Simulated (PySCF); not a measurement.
C₂H₈GeOSi, SMILES O=C[SiH2][CH2][GeH3] (GFN2-xTB optimised geometry):

```
13

O      1.994    -0.711     0.259
C      1.349    -1.695     0.000
Si    -0.570    -1.695     0.000
C     -1.058     0.127     0.000
Ge     0.272     1.382     0.786
H      1.888    -2.637    -0.232
H     -0.958    -2.409     1.221
H     -0.990    -2.435    -1.194
H     -1.994     0.258     0.545
H     -1.252     0.463    -1.020
H     -0.516     2.637     1.099
H      1.340     1.809    -0.158
H      0.832     0.922     2.089
```

Computed with PBE0/def2-TZVP in PySCF 2.14.0.

Question: What are the frontier orbital energies and the dipole moment?

Answer: HOMO-2 -9.08 eV, HOMO-1 -8.50 eV, HOMO -7.08 eV, LUMO -1.67 eV, LUMO+1 0.19 eV; dipole moment 2.53 D.

Meta-Löwdin charges at PBE0/def2-TZVP: O1 -0.35, C2 0.07, Si3 0.57, C4 -0.65, Ge5 0.38, H6 0.08, H7 -0.08, H8 -0.09, H9 0.14, H10 0.14, H11 -0.09, H12 -0.06, H13 -0.06.
